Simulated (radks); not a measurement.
All-electron atom: Ta31+ in [Kr] 4d6.

Calculated with a radial shooting solver on a logarithmic mesh with Libxc functionals: Dirac Kohn-Sham, LB94 model potential, spin-unpolarised, spherical densities, finite nucleus; open shells fill j = l - 1/2 first; Fermi nuclear charge, rms radius 5.3507 fm.

Energy parts (eV):
part                  energy
kinetic            464568.80
electron-nucleus  -975914.83
Hartree            107139.58
(The LB94 potential has no energy functional, so no total or exchange-correlation energy is given.)

Orbitals (lengths in bohr, moments of r in powers of bohr; <r^-3> diverges for s and p1/2):
| orbital | occ. | eigenvalue (eV) | <r> | <r^4> | <1/r> | <r^-3> | small-component weight |
|---|---|---|---|---|---|---|---|
| 1s1/2 | 2 | -68673.07 | 0.01864 | 6.174e-07 | 85.47 | - | 7.57e-02 |
| 2s1/2 | 2 | -12797.76 | 0.07822 | 0.00009270 | 20.76 | - | 1.71e-02 |
| 2p1/2 | 2 | -12294.49 | 0.06472 | 0.00005586 | 20.76 | - | 1.72e-02 |
| 2p3/2 | 4 | -11014.56 | 0.07257 | 0.00008053 | 17.53 | 15660 | 1.56e-02 |
| 3s1/2 | 2 | -3847.482 | 0.2029 | 0.003334 | 7.659 | - | 5.67e-03 |
| 3p1/2 | 2 | -3622.895 | 0.1927 | 0.002935 | 7.584 | - | 5.62e-03 |
| 3p3/2 | 4 | -3344.214 | 0.2068 | 0.003806 | 6.758 | 3570 | 5.17e-03 |
| 3d3/2 | 4 | -2964.465 | 0.1810 | 0.002570 | 6.645 | 616.2 | 5.05e-03 |
| 3d5/2 | 6 | -2903.538 | 0.1853 | 0.002780 | 6.449 | 526.7 | 4.92e-03 |
| 4s1/2 | 2 | -1607.526 | 0.4257 | 0.05823 | 3.496 | - | 2.21e-03 |
| 4p1/2 | 2 | -1512.854 | 0.4244 | 0.05945 | 3.425 | - | 2.15e-03 |
| 4p3/2 | 4 | -1433.012 | 0.4481 | 0.07301 | 3.143 | 1038 | 2.00e-03 |
| 4d3/2 | 4 | -1277.263 | 0.4413 | 0.07344 | 3.020 | 172.8 | 1.88e-03 |
| 4d5/2 | 2 | -1260.480 | 0.4481 | 0.07768 | 2.955 | 146.3 | 1.84e-03 |
| 5s1/2 | 0 | -884.2836 | 0.7535 | 0.5388 | 1.945 | - | 1.10e-03 |
| 5p1/2 | 0 | -841.1251 | 0.7634 | 0.5772 | 1.902 | - | 1.07e-03 |
| 5p3/2 | 0 | -808.7426 | 0.7940 | 0.6733 | 1.790 | 428.3 | 1.02e-03 |

The highest occupied level is 4d5/2 at -1260.5 eV. The electron density at the nucleus is 1.314e+06 e/bohr^3. For comparison, the ionisation energy in NIST's Atomic Spectra Database is 1262 eV (theoretical). In exact Kohn-Sham theory the highest level is minus the ionisation energy, but local and semilocal functionals leave it too shallow, through self-interaction and a potential that decays too fast; potentials with the right tail come closer. The density falls to 0.001 e/bohr^3 at r = 1.19 bohr. Summed over all electrons, <r^2> = 3.899 bohr^2, which gives a Langevin (diamagnetic) susceptibility term of -3.09 x 10^-6 cm^3/mol.

Beside tabulated values, note that spin-unpolarised runs miss the spin-polarisation part of the exchange energy of open shells.
